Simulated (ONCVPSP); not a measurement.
**Before and after: ONCV potential for lanthanum**

La, optimised norm-conserving Vanderbilt (ONCV), made with ONCVPSP 4.0.1 (PBEsol, scalar-relativistic). Core [Kr] 4d10, reference 5s2 5p6 5d1 6s1 6p1. Waves: 5s+6s: rc 2.05 bohr, ncon 4, nbas 8, qcut 5 1/bohr, 2 projectors; 5p+6p: rc 2.75 bohr, ncon 5, nbas 8, qcut 5.6 1/bohr, 3 projectors, debl 3.1 Ha; 5d: rc 2.65 bohr, ncon 3, nbas 6, qcut 3.7 1/bohr, 2 projectors, debl 1.2 Ha; f scattering state at 0.41 Ha: rc 2.75 bohr, ncon 4, nbas 8, qcut 3.9 1/bohr, 2 projectors, debl 2.9 Ha. Local part: polynomial inside 1.60 bohr (lpopt 5, dvloc0 3 Ha). Core correction: Teter function fitted to the true core (icmod 2), fcfact 0.75.

In the f channel the program set the typed energies aside and used -0.202, 2.698 Ha.

Change: f: debl 3.3. In the f channel the program set the typed energies aside and used -0.202, 3.098 Ha.

Cutoffs: the cutoffs (Ha) at which the residual kinetic energy of the hardest occupied pseudo-wave falls to 1 and 0.1 mHa per electron; they do not see the model core or the augmentation charge, which bear on the density cutoff. Errors are all-electron minus pseudo energies relative to the spin-unpolarised reference configuration.

**Question.** How do hardness, ghosts and transferability respond?

**Answer.** The potential gets neither clearly harder nor softer (10 Ha and 13 Ha → 10 Ha and 13 Ha); a bound ghost appears in f, which as a rule spoils a file; the errors of the 4 common tests hardly move.

```tsv
quantity	base	changed
cutoff, loose	10 Ha	10 Ha
cutoff, tight	13 Ha	13 Ha
bound ghosts	none	f
GHOST(+) flags under 300 eV	s at 112.3 eV	s at 112.3 eV, f at 282.3 eV
error for 5s2 5p6 5d1 6s2 6p0, meV [ΔE -2.41 eV]	0.0	0.0
error for 5s2 5p6 5d1 6s1 6p0, meV [ΔE 3.59 eV]	-0.9	-0.9
error for 5s2 5p6 5d1 6s0 6p0, meV [ΔE 14.44 eV]	-3.4	-3.4
error for 5s2 5p6 5d1 6s0 6p1, meV [ΔE 6.57 eV]	-1.1	-1.1
s: phases at 2.08 bohr within 0.05 rad from the reference energy up to (Ha; the scan ends near 5)	3.7	3.7
p: phases at 2.79 bohr within 0.05 rad from the reference energy up to (Ha; the scan ends near 5)	to the end of the scan	to the end of the scan
d: phases at 2.69 bohr within 0.05 rad from the reference energy up to (Ha; the scan ends near 5)	to the end of the scan	to the end of the scan
f: phases at 2.79 bohr within 0.05 rad from the reference energy up to (Ha; the scan ends near 5)	0.0	-0.2
rms error of d²Exc/dni dnj with the model core, mHa	0.25	0.25
```

Base: The cutoffs count occupied waves only; projector 2 of the f channel, the hardest unoccupied one, needs 49 Ha at the loose tolerance. Changed file: The cutoffs count occupied waves only; projector 2 of the f channel, the hardest unoccupied one, needs 56 Ha at the loose tolerance. A true bound ghost makes a file unfit for plane-wave use even where its test errors are small: the radial tests pick states by their node count and pass the ghost by.
